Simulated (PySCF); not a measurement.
All values below come from PBE-D3(BJ)/def2-TZVP // PBE-D3(BJ)/def2-SVP (PySCF). Gas-phase values, no solvent. Excitations are Tamm–Dancoff values on a coarser integration grid. The basis has no diffuse functions, so Rydberg states are missing or too high.

Reference species (SMILES): `C#Cc1cc([SiH3])c2ccsc2c1` (neutral, multiplicity 1).

The S1 excitation (TDA) comes out as 3.89 eV and the HOMO–LUMO gap is 3.12 eV. The brightest of the four lowest singlets (TDA) is 4.52 eV and the S1–T1 gap (TDA) comes out as 1.12 eV.

After one change: the S1 excitation (TDA) falls by 0.08 eV; the HOMO–LUMO gap stays essentially unchanged; the brightest of the four lowest singlets (TDA) drops by 0.03 eV; the S1–T1 gap (TDA) falls by 0.02 eV.

Question: What was changed between the two runs? The new species is one of these.
(A) `C#Cc1cc2cccc([SiH3])c2s1`
(B) `C#Cc1cc2ccsc2cc1[SiH3]`
(C) `C#Cc1cc([SiH3])cc2ccsc12`
(D) `C#Cc1c([SiH3])sc2ccccc12`

Answer: A, `C#Cc1cc2cccc([SiH3])c2s1`
